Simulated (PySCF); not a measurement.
C₃H₈Si.

```xyz
12

Si     0.4798    -0.4210     0.4387
C      1.9341     0.2530    -0.5569
C     -1.1484    -0.0898    -0.4312
C     -2.1336     0.6606     0.0811
H      0.6625    -1.8941     0.6251
H      0.4254     0.2240     1.7856
H      1.8431     1.3425    -0.6918
H      2.8899     0.0465    -0.0490
H      1.9734    -0.2120    -1.5553
H     -1.3049    -0.5281    -1.4273
H     -3.0712     0.8434    -0.4568
H     -2.0483     1.1283     1.0690
```
Charge 0, spin multiplicity 1.

Geometry: B3LYP-D3(BJ)/def2-SVP. One conformer was computed; it need not be the lowest.

Calculation: PBE/pcSseg-1 (PySCF). Non-relativistic, no solvent.

Problem. Give the absolute GIAO shielding of each atom: isotropic value and principal components (ppm). (Estimate from the structure and the level; the computed values follow.)

Solution. 
```csv
atom,σ(iso),σ11,σ22,σ33,span
Si1,372.6,330.8,378.6,408.3,77.5
C2,185.3,181.9,183.4,190.5,8.6
C3,37.6,-79.2,23.6,168.5,247.8
C4,37.6,-81.6,42.4,151.9,233.5
H5,26.7,23.9,25.0,31.0,7.2
H6,27.0,24.1,25.7,31.0,6.9
H7,31.0,27.0,28.7,37.2,10.2
H8,31.0,26.9,27.8,38.1,11.2
H9,30.9,26.8,28.5,37.3,10.5
H10,24.8,22.2,24.8,27.3,5.1
H11,24.9,21.8,24.5,28.4,6.6
H12,25.0,21.4,24.7,28.7,7.2
```
